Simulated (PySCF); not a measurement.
**Argon: a sound run and one with changed settings**

Sound run: Ar(2+) [Ne] 3s2 3p4, Ar(3+) [Ne] 3s2 3p3. Computed with PySCF 2.14 in aug-cc-pV(D+d)Z (5s4p3d, 32 functions), with no relativity, point nucleus. In the sound run the correlated levels freeze [Ne]. The sound run starts from symmetry-adapted Hartree-Fock orbitals and uses a fine grid where one is needed.

Changed run: all electrons correlated in a basis built for the valence shell.

```tsv
species	method	sound run (hartree)	changed run (hartree)	converged
Ar(2+)	MP2	-525.38741	-525.44893	yes
Ar(2+)	CCSD(T)	-525.41144	-525.47045	yes
Ar(3+)	MP2	-523.92445	-523.98555	yes
Ar(3+)	CCSD(T)	-523.94742	-524.00592	yes
```

Ionisation energy of Ar(2+):

```tsv
method	sound run (eV)	changed run (eV)
UHF	39.320	39.320
MP2	39.809	39.821
SCS-MP2	39.828	39.839
CCSD	39.824	39.837
CCSD(T)	39.838	39.852
```

A valence basis has no tight correlating functions, so it recovers only part of the core correlation, and not evenly between atom and ion.

For comparison, NIST gives 40.735 ± 0.012 eV between the lowest levels.
